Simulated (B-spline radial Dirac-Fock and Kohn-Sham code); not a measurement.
# Total conversion coefficients of K against transition energy

Model: a Dirac-Hartree-Slater potential of the neutral atom with a Latter tail (no hole, which puts coefficients of high multipoles low close above an edge), finite nucleus with surface currents. Program: a radial finite-basis atomic code. Subshells within 1 keV of threshold and pair formation are left out.

```csv
energy (keV),E3,E4,E5,M3,M4,M5
11.8,60600,5.58e+06,5.77e+08,22200,1.55e+06,1.23e+08
16.2,13800,817000,5.55e+07,4980,263000,1.49e+07
20,5220,238000,1.23e+07,1850,81000,3.74e+06
50,71.4,1310,24800,26.5,516,10200
57.1,37.9,621,10300,14.6,251,4410
78.3,8.38,104,1300,3.57,46.5,613
87.5,4.92,55.7,630,2.19,25.9,309
90.5,4.19,46.0,506,1.89,21.7,251
100,2.60,26.2,264,1.23,12.9,137
173,0.192,1.24,7.88,0.123,0.809,5.35
192,0.118,0.700,4.10,0.0806,0.487,2.96
200,0.0976,0.561,3.18,0.0685,0.400,2.35
223,0.0590,0.312,1.62,0.0445,0.238,1.28
229,0.0522,0.271,1.38,0.0401,0.210,1.11
237,0.0446,0.225,1.12,0.0350,0.179,0.916
254,0.0326,0.156,0.736,0.0268,0.129,0.628
277,0.0221,0.0992,0.438,0.0192,0.0869,0.394
375,0.00589,0.0214,0.0760,0.00625,0.0227,0.0822
461,0.00252,0.00794,0.0246,0.00302,0.00950,0.0299
469,0.00235,0.00733,0.0225,0.00284,0.00885,0.0275
500,0.00182,0.00546,0.0161,0.00228,0.00683,0.0204
522,0.00154,0.00450,0.0129,0.00198,0.00574,0.0167
587,0.000989,0.00269,0.00717,0.00134,0.00362,0.00976
856,0.000270,0.000595,0.00129,0.000413,0.000906,0.00197
999,0.000169,0.000344,0.000692,0.000264,0.000536,0.00108
1000,0.000168,0.000343,0.000689,0.000263,0.000535,0.00108
1190,0.000103,0.000194,0.000360,0.000162,0.000305,0.000568
1680,4.34e-05,7.16e-05,0.000116,6.70e-05,0.000110,0.000179
2000,2.95e-05,4.59e-05,7.05e-05,4.43e-05,6.89e-05,0.000106
```

Q: How fast do they fall between 1190 and 2000 keV?

A: As powers of the energy: E3 E^-2.41, E4 E^-2.78, E5 E^-3.14, M3 E^-2.50, M4 E^-2.87, M5 E^-3.24. Within one type (E or M) the higher multipoles fall faster.

Values without a named source are computed, but for edge energies of neutral atoms, which are taken from tables.
